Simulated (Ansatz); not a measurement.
H₃Ga, charge +1, quartet, at a GFN2-xTB geometry of the parent state (such geometries of metal compounds can be far from the true shape) (a state made from the parent by changing its charge; the spin is typed, not shown lowest); Ansatz (a program for electronic structure) with SVWN5/STO-3G.

Here is a job for Ansatz.
Ansatz 0.2 input:
```yaml
crystal:
  periodic: [false, false, false]
  atoms:
    - {symbol: Ga, position_ang: [0.00000000, -0.00000000, 0.00000000]}
    - {symbol: H, position_ang: [0.66218224, -0.42756453, 1.35383279]}
    - {symbol: H, position_ang: [-0.30059287, 1.51137788, -0.28202977]}
    - {symbol: H, position_ang: [-0.36158937, -1.08381336, -1.07180302]}
basis:
  gaussian:
    orbitals: STO-3G
hamiltonian:
  xc: {name: SVWN5}
total_charge: 1
magnetization: {spin_polarized: false, initial_magnetization: 3}
```

Task: What does Ansatz print? Leave out banner, timings and long lists.

Result: 
```
Functional definition: SVWN5
213 factors; integrals over basis functions are off by at most 6.6e-5 eV
mean field evaluation 1: about -51130.9034 eV, gradient 2.9e2 eV
mean field evaluation 2: about -51130.8113 eV, gradient 2.9e2 eV
mean field evaluation 4: about -51502.7929 eV, gradient 2.9e2 eV
mean field evaluation 8: about -51669.8165 eV, gradient 5.4e1 eV
mean field evaluation 16: about -51709.9619 eV, gradient 2.1e-5 eV
mean field evaluation 32: about -51709.9646 eV, gradient 5.8e-1 eV
mean field evaluation 64: about -51578.3319 eV, gradient 7.0e1 eV
mean field evaluation 96: about -51708.2164 eV, gradient 2.6e0 eV
mean field evaluation 128: about -51709.9619 eV, gradient 1.9e-4 eV
mean field evaluation 160: about -51705.2833 eV, gradient 2.3e1 eV
mean field evaluation 192: about -51709.4380 eV, gradient 4.3e0 eV
mean field evaluation 224: about -51709.9720 eV, gradient 1.0e-2 eV
mean field evaluation 256: about -51708.7869 eV, gradient 1.4e1 eV
mean field evaluation 288: about -51709.9301 eV, gradient 1.5e0 eV
mean field evaluation 320: about -51614.3041 eV, gradient 9.7e1 eV
mean field -51709.97909815 eV, -1900.3066815744 hartree, gradient 2.5e-6 eV, S^2 3.750000; 25 other end points of the search recorded, 0 dependent functions left out
reference -51709.97911373 eV, -1900.3066821470 hartree; 18, 15 occupied and 3, 6 virtual orbitals, 213 factors
Total energy: -51709.97911373 eV, -1900.3066821470 hartree
```
